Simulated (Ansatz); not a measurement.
`[SiH3][O][Mg][Cl]` + H₂ → `[MgH][Cl]` + `O[SiH3]`  (hydrogenolysis of a Mg–O bond)

Program: Ansatz. Geometries: PBE0-D4/def2-TZVP. ΔE: electronic, gas phase. CCSD(T)/CBS is the MP2 limit (def2-TZVPP, def2-QZVPP) plus CCSD(T) − MP2 in def2-TZVPP, frozen cores. This one scheme is used for every species. DFT in def2-TZVPP. For Mg outer-core shells are correlated without core-valence functions, which leaves a few kJ/mol of doubt a bond. One conformer a species, not always the lowest.

`[SiH3][O][Mg][Cl]`:

```xyz
7

Si    0.800    0.239    0.971
O    -0.209   -0.062   -0.253
Mg   -1.321   -0.395   -1.603
Cl   -2.678   -0.800   -3.249
H     0.689   -0.806    2.029
H     2.217    0.267    0.505
H     0.503    1.558    1.601
```

H₂:

Z-matrix (Å, degrees):
```
H
H 1 0.746
```

`[MgH][Cl]`:

Cartesian coordinates in Å:
```
Mg 0.136 0.089 -0.037
Cl -1.651 -1.075 0.447
H 1.514 0.986 -0.410
```

`O[SiH3]`:

```xyz
6

O     1.124    0.574   -0.222
Si   -0.337   -0.179   -0.104
H     1.559    0.836    0.589
H    -0.239   -1.452    0.662
H    -0.762   -0.461   -1.494
H    -1.347    0.683    0.569
```

Question: Is it downhill or uphill in electronic energy at CCSD(T)/CBS, and by how much? (Estimate.)

Answer: Computed: Uphill: ΔE = +138.3 kJ/mol.

Question: What do these levels give: PBE0-D4, r2SCAN0-D4, CAM-B3LYP-D4, PBE-QIDH, r2SCAN, LC-ωPBE? (Estimate.)

Answer: The calculation gave: PBE0-D4 118.8, r2SCAN0-D4 129.5, CAM-B3LYP-D4 125.7, PBE-QIDH 126.7, r2SCAN 131.9, LC-ωPBE 122.6 kJ/mol.

Largest T1 diagnostic among the species: 0.011.

Leaving LDA and LC-ωPBE aside and taking each functional with its dispersion term where it has one, the values, not all of them listed here, spread over 24.9 kJ/mol, from B97M-V to r2SCAN-D4. LDA lies −4.7 kJ/mol from PBE without D4. In def2-TZVPP, CCSD(T) changes the Hartree–Fock value by +11.4 kJ/mol (the triples alone add +1.9 kJ/mol) and MP2 by +22.2 kJ/mol. At CCSD(T), def2-SVP lies +4.3 kJ/mol from the extrapolated value and def2-TZVPP −9.2 kJ/mol.
